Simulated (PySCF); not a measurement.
F3H3Si2.

```xyz
8

Si     1.3839    -0.1047    -0.2639
F      2.0924     0.5843     1.0365
Si    -0.8979    -0.2592     0.1846
F     -1.5679    -1.0650    -1.0552
F     -1.5379     1.2300     0.1953
H      1.6304     0.7433    -1.4599
H      1.9729    -1.4563    -0.4633
H     -1.2873    -0.9364     1.4440
```
Charge 0, spin multiplicity 1.

Coordinates come from a ωB97X-D3(BJ)/def2-SVP optimisation. Other conformers were not sampled.

Level of theory: PBE/pcSseg-1 run with PySCF. Non-relativistic, no solvent.

Question: Give the absolute GIAO shielding of each atom: isotropic value and principal components (ppm). (An estimate is asked for; the answer gives what the named calculation found.)

Answer: 
```tsv
atom	σ(iso)	σ11	σ22	σ33	span
Si1	338.3	275.9	286.6	452.4	176.5
F2	430.3	383.3	430.5	477.2	93.8
Si3	325.9	293.1	325.9	358.8	65.6
F4	310.9	200.2	311.3	421.1	220.9
F5	313.7	199.5	331.3	410.3	210.8
H6	25.6	22.8	24.7	29.4	6.5
H7	25.8	22.7	25.0	29.6	7.0
H8	25.4	22.6	22.9	30.7	8.2
```
